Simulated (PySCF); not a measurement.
C5H9ClO.
Structure used (PBE0-D3(BJ)/def2-SVP), in Å, numbered top down from 1:
```
atom  x, y, z in Å
C1    -1.4151    0.7286    0.6453
C2    -0.0405    1.0773    1.1923
C3     1.0856    0.7738    0.2137
C4     2.4517    1.1406    0.7652
C5     3.5766    0.8549   -0.1837
O6     3.5068    0.3839   -1.2658
Cl7    5.1681    1.3228    0.5097
H8    -2.2093    0.9610    1.3703
H9    -1.4882   -0.3435    0.4027
H10   -1.6313    1.2898   -0.2778
H11    0.1360    0.5259    2.1329
H12   -0.0086    2.1475    1.4635
H13    1.0767   -0.2966   -0.0515
H14    0.9190    1.3149   -0.7328
H15    2.6762    0.6023    1.7024
H16    2.5168    2.2095    1.0318
```

Method: PBE0-D3(BJ)/def2-SVP geometry optimisation, gas phase in PySCF 2.14.0.

Take the most abundant isotopes and a rigid rotor. The values belong to one conformer with, in the numbering `[CH3:1][CH2:2][CH2:3][CH2:4][C:5](=[O:6])[Cl:7]`, C1–C2–C3–C4 179°, C2–C3–C4–C5 180°, C3–C4–C5–O6 -1°.

Task: What are A, B and C (MHz)?

Result: Ia = 77.13, Ib = 651.09, Ic = 715.72 u·Å²; 505379 MHz·u·Å²/I gives A = 6552, B = 776.2, C = 706.1 MHz.

Task: Classify the top.

Result: A near-prolate asymmetric top; Ray's κ = -0.976.

Task: Is it planar, by Δ = Ic − Ia − Ib?

Result: Not planar: Δ = Ic − Ia − Ib = -12.51 u·Å². For a rigid frame Δ = −2 Σ m c², so Σ m c² = 6.25 u·Å² lies off the ab plane: 6.25 from hydrogen and 0.01 from heavier atoms. The atom farthest from that plane is 0.91 Å away.

Task: Give the other two planar moments, Paa and Pbb, and the rms extents of the mass along the axes.

Result: Paa = Σ m a² = (Ib + Ic − Ia)/2 = 644.84 and Pbb = Σ m b² = (Ia + Ic − Ib)/2 = 70.88 u·Å². With the mass M = 120.03 u, the rms extents √(P/M) along a, b and c are 2.32, 0.77, 0.23 Å.

Task: Predict some low-J microwave lines.

Result: The dipole components are |μa| = 2.36 D, |μb| = 1.68 D, |μc| = 0.00 D; the mirror of this Cs structure is the ab plane, so μc vanishes by symmetry (the 0.02 D computed is a residue) and there are no c-type lines. The squared components, which scale the intensities, stand as 1.00 : 0.51 (a : b). Some lines, for components of 0.1 D or more:

```csv
type,branch,"J(Ka,Kc)",MHz,lower level (cm⁻¹)
a,Q,"4(1,3) ← 4(1,4)",701,0.677
a,R,"1(0,1) ← 0(0,0)",1482,0.000
a,R,"3(2,1) ← 2(2,0)",4449,0.924
b,Q,"2(1,1) ← 2(0,2)",5917,0.148
b,Q,"3(1,2) ← 3(0,3)",6024,0.297
b,R,"1(1,1) ← 0(0,0)",7258,0.000
b,R,"2(1,2) ← 1(0,1)",8671,0.049
b,Q,"2(2,1) ← 2(1,2)",17538,0.339
b,R,"4(2,3) ← 3(1,2)",23152,0.498
b,Q,"3(3,0) ← 3(2,1)",29053,1.072
b,Q,"3(3,1) ← 3(2,2)",29056,1.072
b,Q,"4(3,2) ← 4(2,3)",29058,1.270
b,R,"4(3,2) ← 3(2,1)",34983,1.072
b,Q,"4(4,1) ← 4(3,2)",40677,2.239
b,R,"4(4,0) ← 3(3,1)",46607,2.041
```

Task: Estimate the classical rotational partition function at 50 K, 100 K and 298.15 K.

Result: Point group Cs, symmetry number σ = 1; q = (√π/σ)·√((kT/h)³/(ABC)), k/h = 20836.6 MHz/K: 31500 at 50 K, 89000 at 100 K, 458000 at 298.15 K.

No frequency check. Zero-point vibration and centrifugal distortion are left out. A rigid rotor knows nothing of internal rotation, which can split or shift real lines. Quadrupole hyperfine structure (35Cl) is left out.
